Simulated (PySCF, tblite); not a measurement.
Isomers of C4H10ClFSi, one GFN2-xTB conformer each. Single-point energies are computed at PBE0/pcSseg-1 (PySCF, gas phase, no added dispersion term), electronic only.

```
              SMILES  GFN2-xTB relative energy (kJ/mol)
     CCC[Si@H](F)CCl                                0.0
CCC[SiH2][C@@H](F)Cl                              169.3
```

Conformers: `[CH3:1][CH2:2][CH2:3][Si@H:4]([F:5])[CH2:6][Cl:7]` with C1–C2–C3–Si4 -178°, C2–C3–Si4–F5 58°, C3–Si4–C6–Cl7 -61°; `[CH3:1][CH2:2][CH2:3][SiH2:4][C@@H:5]([F:6])[Cl:7]` with C1–C2–C3–Si4 -179°, C2–C3–Si4–C5 -178°, C3–Si4–C5–F6 180°.

Task: What does PBE0/pcSseg-1 give for the same structures?

Result: 
| SMILES | PBE0/pcSseg-1 E (Eh) | PBE0/pcSseg-1 (kJ/mol) | GFN2-xTB (kJ/mol) | point group |
| --- | --- | --- | --- | --- |
| CCC[Si@H](F)CCl | -1007.43457 | 0.0 | 0.0 | C1 |
| CCC[SiH2][C@@H](F)Cl | -1007.35383 | 212.0 | 169.3 | C1 |

Both levels put the same isomer lowest. As drawn, the lower has an Si–F bond, which the higher lacks.

Task: Which frontier levels, dipoles and rotational constants go with these structures?

Result: 
| SMILES | HOMO (eV, PBE0/pcSseg-1) | LUMO (eV) | dipole (D) | A, B, C (MHz) |
| --- | --- | --- | --- | --- |
| CCC[Si@H](F)CCl | -8.17 | 0.21 | 0.90 | 1853, 1063, 754.3 |
| CCC[SiH2][C@@H](F)Cl | -8.08 | 0.30 | 2.84 | 3323, 731.6, 627.8 |

Task: What happens when harmonic zero-point energies from GFN2-xTB frequencies are added?

Result: 
```json
{"SMILES": "CCC[Si@H](F)CCl", "ZPE (kJ/mol)": "346.4", "electronic (kJ/mol)": "0.0", "with ZPE (kJ/mol)": "0.0"}
{"SMILES": "CCC[SiH2][C@@H](F)Cl", "ZPE (kJ/mol)": "338.5", "electronic (kJ/mol)": "212.0", "with ZPE (kJ/mol)": "204.1"}
```

The zero-point energies span 7.9 kJ/mol. The order is unchanged.
